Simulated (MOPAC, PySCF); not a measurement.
H₃Ga, SMILES `[GaH3]`, neutral singlet in the gas phase. 

Cartesian coordinates (Å):
SMILES: [GaH3]
```xyz
4

Ga     0.0000    -0.0001     0.0001
H      1.5611    -0.1470    -0.0172
H     -0.9082    -1.2784     0.0111
H     -0.6530     1.4256     0.0060
```
Charge 0, spin multiplicity 1.

All levels are single points at this geometry (PBE0-D3(BJ)/def2-TZVP); Pople sets use spherical d functions. Orbital energies aren't observables, and empty levels follow the basis.

TPSSh-D3(BJ)/def2-TZVP in PySCF gives gap (eV) = 5.92.

Problem. Estimate the gap (eV) from each of these levels: B3LYP/3-21G in PySCF; B3LYP/6-311+G** (LANL2DZ on Ga) in PySCF; B3LYP/6-31G* in PySCF; B3LYP/LANL2DZ in PySCF; BP86/6-31G* in PySCF; PBE/6-31G* in PySCF; SVWN5/6-31G* in PySCF; HF/3-21G in PySCF; HF/6-31G* in PySCF; PM3 in MOPAC; PM6 in MOPAC; PM7 in MOPAC.

Solution. 
```csv
level,gap (eV)
B3LYP/3-21G in PySCF,6.27
B3LYP/6-311+G** (LANL2DZ on Ga) in PySCF,6.45
B3LYP/6-31G* in PySCF,6.30
B3LYP/LANL2DZ in PySCF,6.49
BP86/6-31G* in PySCF,4.75
PBE/6-31G* in PySCF,4.73
SVWN5/6-31G* in PySCF,4.51
HF/3-21G in PySCF,12.35
HF/6-31G* in PySCF,12.47
PM3 in MOPAC,8.05
PM6 in MOPAC,11.44
PM7 in MOPAC,11.96
```
